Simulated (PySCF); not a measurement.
# Correlation energy of Be (beryllium, neutral)

[He] 2s2, closed-shell 1S. All numbers are calculated (PySCF 2.14, the spin-free X2C one-electron Hamiltonian (Gaussian nucleus), in aug-cc-pCVTZ-DK (7s6p4d2f, 59 functions)). Frozen: nothing; 4 electrons correlated.

```
  level  correlation energy (mhartree)
   CCSD                         -89.10
    (T)                          -0.44
CCSD(T)                         -89.54
```

Diagnostics: T1 = 0.016, D1 = 0.0325, largest double amplitude 0.116.

Question: Is a single reference adequate?

Answer: Mostly. T1 lies below 0.03, but a double amplitude of this size points to a near-degeneracy that CCSD handles and MP2 describes poorly.
